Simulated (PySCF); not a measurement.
Job file and geometry (Å, from GFN2-xTB) of an NMR shielding run on SMILES C#C[C@@H]1C[C@H](B(F)F)C1=O, C6H5BF2O, GIAO PBE0/pcSseg-1 NMR shielding, non-relativistic, gas phase (PySCF 2.14.0, density-fitted response routines); density fitting, a coarse starting grid and PySCF grid level 2 are the driver's defaults:

```
$ OMP_NUM_THREADS=1 python probes_run.py task.json out

{"job": {"kind": "nmr", "xc": "PBE0", "basis": "pcSseg-1"}, "charge": 0, "multiplicity": 1}
C      2.240302     1.835646    -0.832875
C      1.752500     0.834578    -0.394122
C      1.115669    -0.352649     0.121980
C      0.144440    -1.071872    -0.844027
C     -1.054619    -0.724625     0.069381
B     -2.143873     0.270767    -0.485728
F     -1.951705     0.994745    -1.567962
F     -3.303607     0.461158     0.102232
C     -0.066944    -0.062673     1.038096
O     -0.186399     0.448196     2.105879
H      2.689571     2.703532    -1.213541
H      1.863988    -0.994928     0.593578
H      0.094183    -0.615620    -1.829773
H      0.331418    -2.137845    -0.944309
H     -1.529337    -1.580420     0.553623
```

Question: What does the program print?

Answer: 
```
coarse grid: 13960 points
cycle   1  E = -530.5424668740  dE =  1.713e+00  |g| = 9.886e-01  |ddm| = 3.858e+00
cycle   2  E = -530.0580056703  dE =  4.845e-01  |g| = 1.908e+00  |ddm| = 2.334e+00
cycle   3  E = -530.7083436788  dE = -6.503e-01  |g| = 2.947e-01  |ddm| = 1.765e+00
cycle   4  E = -530.7251286438  dE = -1.678e-02  |g| = 8.717e-02  |ddm| = 2.673e-01
cycle   5  E = -530.7260774044  dE = -9.488e-04  |g| = 4.587e-02  |ddm| = 7.485e-02
cycle   6  E = -530.7265374619  dE = -4.601e-04  |g| = 1.258e-02  |ddm| = 3.771e-02
cycle   7  E = -530.7265724366  dE = -3.497e-05  |g| = 3.563e-03  |ddm| = 1.024e-02
cycle   8  E = -530.7265747810  dE = -2.344e-06  |g| = 6.969e-04  |ddm| = 3.045e-03
final grid: 139736 points
cycle   9  E = -530.8071544875  dE = -5.334e-05  |g| = 1.282e-02  |ddm| = 4.859e-02
cycle  10  E = -530.8070578956  dE =  9.659e-05  |g| = 2.595e-02  |ddm| = 2.818e-02
cycle  11  E = -530.8071859513  dE = -1.281e-04  |g| = 2.393e-03  |ddm| = 1.960e-02
cycle  12  E = -530.8071870666  dE = -1.115e-06  |g| = 6.024e-04  |ddm| = 1.887e-03
cycle  13  E = -530.8071871324  dE = -6.574e-08  |g| = 3.060e-04  |ddm| = 6.288e-04
cycle  14  E = -530.8071871547  dE = -2.239e-08  |g| = 5.166e-05  |ddm| = 2.433e-04
cycle  15  E = -530.8071871553  dE = -5.646e-10  |g| = 1.416e-05  |ddm| = 5.316e-05
converged SCF energy = -530.8071871553

GIAO shielding tensors (ppm)
atom      isotropic    diamagn.    paramagn.     s11        s22        s33       span
  0 C      103.518     257.700    -154.182     36.654     39.453    234.447    197.792
  1 C      104.104     258.970    -154.866     -1.583     17.549    296.347    297.930
  2 C      134.539     255.393    -120.853     98.470    144.978    160.170     61.699
  3 C      166.152     250.208     -84.056    142.961    172.699    182.795     39.834
  4 C      133.478     262.740    -129.262     97.548    136.092    166.793     69.244
  5 B       75.687     191.515    -115.828     60.861     80.279     85.922     25.061
  6 F      243.273     468.804    -225.531     64.383    288.127    377.307    312.924
  7 F      238.925     465.405    -226.480     67.611    286.348    362.817    295.207
  8 C      -15.328     248.747    -264.075   -109.857    -27.942     91.815    201.672
  9 O     -324.993     399.012    -724.005   -836.520   -420.437    281.976   1118.496
 10 H       29.675      34.043      -4.368     24.904     25.093     39.026     14.122
 11 H       27.665      28.472      -0.807     23.917     27.521     31.557      7.640
 12 H       29.443      30.114      -0.671     27.337     28.177     32.816      5.479
 13 H       29.416      30.081      -0.665     25.847     27.068     35.334      9.487
 14 H       28.206      30.902      -2.696     24.465     27.992     32.162      7.697
```

Size and cost of the density-fitted run: 195 basis functions, 31 s wall time on 1 thread of an Arm Neoverse V1, shared host; peak memory 0.85 GiB.
